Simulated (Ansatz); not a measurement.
Geometry optimisation, RKS PBE/def2-SVP in Ansatz.

The input (input.yaml):

```yaml
crystal:
  periodic: [false, false, false]
  atoms:
    - { symbol: Ga, position_ang: [0.096898, -0.269024, -0.00388] }
    - { symbol: H, position_ang: [-0.093992, -0.348699, 1.556571] }
    - { symbol: H, position_ang: [1.415395, -0.055837, -0.824237] }
    - { symbol: O, position_ang: [-1.363803, -0.442307, -1.058436] }
    - { symbol: H, position_ang: [-2.182573, -0.615451, -0.551705] }
    - { symbol: "N", position_ang: [-0.363368, 2.485293, 1.391078] }
    - { symbol: H, position_ang: [-1.095225, 2.50704, 0.668444] }
    - { symbol: H, position_ang: [0.530569, 2.704046, 0.92777] }
    - { symbol: H, position_ang: [-0.299503, 1.501339, 1.737596] }
basis:
  gaussian: { orbitals: def2-SVP }
hamiltonian:
  xc: pbe
relax:
  f_tol: 0.03
  max_steps: 50
```

Run as:

```bash
$ ansatz run input.yaml --threads 2 --pin off --max-ram 3072MiB --backend cpu --events-out ev --progress --plain --runs-dir out
```

Task: Where does it end, and by what steps?

Result: The run converged. After 15 steps the energy has fallen by 0.871 eV; O4 moved furthest, 0.72 Å. Joined: Ga1–N6 (3.12 → 2.15 Å).

```tsv
step	energy less start (eV)	largest force component (eV/Å)	accepted
0	0.0000	0.692	yes
1	-0.0616	0.866	yes
2	-0.0939	1.369	yes
3	-0.1620	0.609	yes
4	-0.2089	0.674	yes
5	-0.2331	0.482	yes
6	-0.2643	0.361	yes
7	-0.3414	1.636	yes
8	-0.5733	2.291	yes
9	-0.6443	2.994	yes
10	-0.8472	0.527	yes
11	-0.8654	0.178	yes
12	-0.8699	0.138	yes
13	-0.8704	0.079	yes
14	-0.8713	0.052	yes
15	-0.8715	0.010	yes
```

```xyz
9
Properties=species:S:1:pos:R:3
Ga 0.105 -0.056 0.227
H -0.003 -0.984 1.514
H 1.415 0.141 -0.643
O -1.472 0.190 -0.730
H -2.105 -0.538 -0.609
N -0.222 1.938 0.971
H -1.120 2.059 0.470
H 0.435 2.666 0.662
H -0.388 2.051 1.979
```

Run time: 24 s on 2 threads of Arm Neoverse V2 (shared host), peak memory 0.13 GiB.
